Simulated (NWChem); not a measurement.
System: Si2H5F; SMILES [SiH2](F)[SiH3]

Output (shortened):

```
             Northwest Computational Chemistry Package (NWChem) 7.3.0
             --------------------------------------------------------

 CS  symmetry detected

                             Geometry "geometry" -> ""
                             -------------------------

 Output coordinates in angstroms (scale by  1.889725989 to convert to a.u.)

  No.       Tag          Charge          X              Y              Z
 ---- ---------------- ---------- -------------- -------------- --------------
    1 Si                  14.0000    -0.20666750    -1.52009695     0.00000000
    2 Si                  14.0000     0.55927419     0.70335544     0.00000000
    3 F                    9.0000    -0.73598719     1.71987852     0.00000000
    4 H                    1.0000     0.98767140    -2.43888652     0.00000000
    5 H                    1.0000    -1.03409288    -1.79474758    -1.22585488
    6 H                    1.0000    -1.03409288    -1.79474758     1.22585488
    7 H                    1.0000     1.38395277     0.99192809     1.22512318
    8 H                    1.0000     1.38395277     0.99192809    -1.22512318

 Effective nuclear repulsion energy (a.u.)     150.1031787134

      Symmetry information
      --------------------

 Group name             Cs
 Group number              2
 Group order               2
 No. of unique centers     6

                                Z-matrix (autoz)
                                --------

 Units are Angstrom for bonds and degrees for angles

      Type          Name      I     J     K     L     M      Value
      ----------- --------  ----- ----- ----- ----- ----- ----------
    1 Stretch                  1     2                       2.35168
    2 Stretch                  1     4                       1.50686
    3 Stretch                  1     5                       1.50426
    4 Stretch                  1     6                       1.50426
    5 Stretch                  2     3                       1.64652
    6 Stretch                  2     7                       1.50476
    7 Stretch                  2     8                       1.50476
    8 Bend                     1     2     3               109.11691
    9 Bend                     1     2     7               111.08887
   10 Bend                     1     2     8               111.08887
   11 Bend                     2     1     4               108.56266
   12 Bend                     2     1     5               110.59622
   13 Bend                     2     1     6               110.59622
   14 Bend                     3     2     7               108.22408
   15 Bend                     3     2     8               108.22408
   16 Bend                     4     1     5               108.94427
   17 Bend                     4     1     6               108.94427
   18 Bend                     5     1     6               109.15978
   19 Bend                     7     2     8               109.01004
   20 Torsion                  3     2     1     4         180.00000
   21 Torsion                  3     2     1     5          60.52480
   22 Torsion                  3     2     1     6         -60.52480
   23 Torsion                  4     1     2     7         -60.76347
   24 Torsion                  4     1     2     8          60.76347
   25 Torsion                  5     1     2     7         179.76133
   26 Torsion                  5     1     2     8         -58.71173
   27 Torsion                  6     1     2     7          58.71173
   28 Torsion                  6     1     2     8        -179.76133

                           NWChem Geometry Optimization
                           ----------------------------

[...]

      ----------------------
      Optimization converged
      ----------------------

  Step       Energy      Delta E   Gmax     Grms     Xrms     Xmax
  ---- ---------------- -------- -------- -------- -------- --------
@    5    -678.26738764 -1.4D-07  0.00007  0.00002  0.00035  0.00081
                                     ok       ok       ok       ok

                                Z-matrix (autoz)
                                --------

 Units are Angstrom for bonds and degrees for angles

      Type          Name      I     J     K     L     M      Value     Gradient
      ----------- --------  ----- ----- ----- ----- ----- ---------- ----------
    1 Stretch                  1     2                       2.35388    0.00007
    2 Stretch                  1     4                       1.49878   -0.00002
    3 Stretch                  1     5                       1.49574    0.00002
    4 Stretch                  1     6                       1.49574    0.00002
    5 Stretch                  2     3                       1.66653   -0.00000
    6 Stretch                  2     7                       1.49658    0.00002
    7 Stretch                  2     8                       1.49658    0.00002
    8 Bend                     1     2     3               113.55869    0.00001
    9 Bend                     1     2     7               108.30923   -0.00001
   10 Bend                     1     2     8               108.30923   -0.00001
   11 Bend                     2     1     4               105.56837    0.00001
   12 Bend                     2     1     5               112.10574   -0.00001
   13 Bend                     2     1     6               112.10574   -0.00001
   14 Bend                     3     2     7               108.71457   -0.00000
   15 Bend                     3     2     8               108.71457   -0.00000
   16 Bend                     4     1     5               108.46016    0.00001
   17 Bend                     4     1     6               108.46016    0.00001
   18 Bend                     5     1     6               109.92795    0.00001
   19 Bend                     7     2     8               109.16420    0.00002
   20 Torsion                  3     2     1     4         180.00000   -0.00000
   21 Torsion                  3     2     1     5          62.09873   -0.00001
   22 Torsion                  3     2     1     6         -62.09873    0.00001
   23 Torsion                  4     1     2     7         -59.13781   -0.00000
   24 Torsion                  4     1     2     8          59.13781    0.00000
   25 Torsion                  5     1     2     7        -177.03908   -0.00001
   26 Torsion                  5     1     2     8         -58.76346   -0.00000
   27 Torsion                  6     1     2     7          58.76346    0.00000
   28 Torsion                  6     1     2     8         177.03908    0.00001

[...]

 Rotational Constants
 --------------------
 A=   0.535280 cm-1  (  0.770132 K)
 B=   0.104171 cm-1  (  0.149875 K)
 C=   0.092994 cm-1  (  0.133794 K)

 Temperature                      =   298.15K
 frequency scaling parameter      =   1.0000

 Zero-Point correction to Energy  =   27.678 kcal/mol  (  0.044108 au)
 Thermal correction to Energy     =   31.201 kcal/mol  (  0.049722 au)
 Thermal correction to Enthalpy   =   31.793 kcal/mol  (  0.050666 au)

 Total Entropy                    =   74.323 cal/mol-K
   - Translational                =   39.035 cal/mol-K (mol. weight =  79.9914)
   - Rotational                   =   25.234 cal/mol-K (symmetry #  =        1)
   - Vibrational                  =   10.054 cal/mol-K

 Cv (constant volume heat capacity) =   18.737 cal/mol-K
   - Translational                  =    2.979 cal/mol-K
   - Rotational                     =    2.979 cal/mol-K
   - Vibrational                    =   12.778 cal/mol-K

[normal modes left out]

 ----------------------------------------------------------------------------
 Normal Eigenvalue ||           Projected Infra Red Intensities
  Mode   [cm**-1]  || [atomic units] [(debye/angs)**2] [(KM/mol)] [arbitrary]
 ------ ---------- || -------------- ----------------- ---------- -----------
    1       -0.000 ||    0.000021           0.000         0.021       0.004
    2       -0.000 ||    0.000110           0.003         0.107       0.021
    3       -0.000 ||    0.000159           0.004         0.155       0.030
    4        0.000 ||    0.000360           0.008         0.351       0.067
    5        0.000 ||    0.000161           0.004         0.157       0.030
    6        0.000 ||    0.001046           0.024         1.020       0.196
    7      109.192 ||    0.001138           0.026         1.110       0.213
    8      159.951 ||    0.008473           0.195         8.260       1.589
    9      354.312 ||    0.024317           0.561        23.705       4.560
   10      392.359 ||    0.003969           0.092         3.869       0.744
   11      525.026 ||    0.020731           0.478        20.209       3.887
   12      617.964 ||    0.000836           0.019         0.815       0.157
   13      791.090 ||    0.025569           0.590        24.926       4.795
   14      832.219 ||    0.427662           9.867       416.906      80.195
   15      860.021 ||    0.011517           0.266        11.227       2.160
   16      897.927 ||    0.036615           0.845        35.694       6.866
   17      913.947 ||    0.044904           1.036        43.774       8.420
   18      915.233 ||    0.012205           0.282        11.898       2.289
   19      982.661 ||    0.154187           3.557       150.309      28.913
   20     2184.255 ||    0.071704           1.654        69.901      13.446
   21     2203.377 ||    0.005347           0.123         5.213       1.003
   22     2206.115 ||    0.185018           4.269       180.364      34.695
   23     2207.179 ||    0.015567           0.359        15.175       2.919
   24     2217.699 ||    0.228248           5.266       222.507      42.801
 ----------------------------------------------------------------------------
```

Level: B3LYP/3-21G. B3LYP is NWChem's, with the RPA form of VWN correlation.

Question: Write an input that gives this output.

Answer: One answer among several that fit: the input that was run:
```
start job
memory heap 200 mb stack 900 mb global 1100 mb
geometry units angstroms
  Si    -0.196719    -1.501382    -0.002778
  Si     0.506834     0.742590    -0.005944
  F     -0.816175     1.722533     0.013552
  H      1.022669    -2.386445    -0.022231
  H     -1.032997    -1.795408    -1.218088
  H     -0.999170    -1.802669     1.233379
  H      1.338771     1.050912     1.209421
  H      1.307376     1.057257    -1.240616
end
basis spherical
  * library 3-21g
end
dft
  xc b3lyp
  iterations 150
end
driver
  maxiter 120
end
task dft optimize
task dft freq
```
